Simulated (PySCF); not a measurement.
How methods differ on the excitation energy of Zr

Zr [Kr] 4d2 5s2 (3F) → Zr [Kr] 4d2 5s1 5p1 (high-spin determinant), as a difference of total energies. All numbers are calculated (PySCF 2.14, scalar relativity through the core potential, in aug-cc-pwCVDZ-PP with ECP28MDF (6s6p5d3f, 70 functions)). Correlated levels: valence and next inner shell: nothing frozen outside the core potential. The calculations carry no spin-orbit coupling.

```
                                method  excitation energy (cm⁻¹)
                                   UHF                    6651.9
    MP2 (valence and next inner shell)                     14941
SCS-MP2 (valence and next inner shell)                     16270
   CCSD (valence and next inner shell)                     14879
CCSD(T) (valence and next inner shell)                     15797
```

The determinant of the upper state mixes LS terms, which raises its energy above the lowest term, most at the Hartree-Fock and MP2 levels.
